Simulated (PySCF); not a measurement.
A calculated (wB97X-V, PySCF 2.14, dyall-acv3z, the spin-free X2C one-electron Hamiltonian (Gaussian nucleus)) atom or ion has these occupied shells.

| shell | electrons | orbital energy (eV) | rms radius, mean of both spins (bohr) |
| --- | --- | --- | --- |
| 1s | 2 | -1297.0 | 0.151 |
| 2s | 2 | -107.72 | 0.760 |
| 2p | 6 | -72.955 | 0.772 |

Question: Name the element and its charge.

Answer: Mg²⁺ (magnesium, charge +2), in [Ne], closed-shell 1S.
